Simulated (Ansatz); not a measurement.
Species: sum formula AlOF, net charge 0, singlet state. 
Coordinates optimised at B3LYP-D3(BJ)/def2-TZVP (Ansatz, a quantum-chemistry and plane-wave program):
```xyz
3

Al     0.0000     0.0000    -0.0650
O      0.0000     0.0000    -1.6623
F      0.0000     0.0000     1.5714
```

Computed values are from Ansatz. Cores are frozen in the correlated levels unless marked. Open shells are spin-unrestricted. Spin-orbit coupling is left out. No relativistic terms. Basis-set limits of correlation are two-point, X^-3; Hartree-Fock from the larger set. [CCSD(T)-MP2]/basis is that difference in the basis named.

Task: What is the total energy at CCSD(T)/CBS(aug-cc-pV(T+d)Z,aug-cc-pV(Q+d)Z)?

Result: -417.0264 Eh.

Task: What is the vertical electron affinity (to the doublet; negative means unbound) at RI-MP2/CBS(aug-cc-pV(T+d)Z,aug-cc-pV(Q+d)Z)+[CCSD(T)-MP2]/aug-cc-pV(T+d)Z?

Result: 1.05 eV.

Task: What is the atomisation energy De at CCSD(T)/CBS(aug-cc-pV(T+d)Z,aug-cc-pV(Q+d)Z)?

Result: 1108.3 kJ/mol.

Task: What is the vertical ionisation energy (to the doublet) at RI-MP2/CBS(aug-cc-pV(T+d)Z,aug-cc-pV(Q+d)Z)+[CCSD(T)-MP2]/aug-cc-pV(T+d)Z?

Result: 10.66 eV.

Task: What is the dipole moment at CCSD(T)/aug-cc-pV(D+d)Z?

Result: 3.19 D.
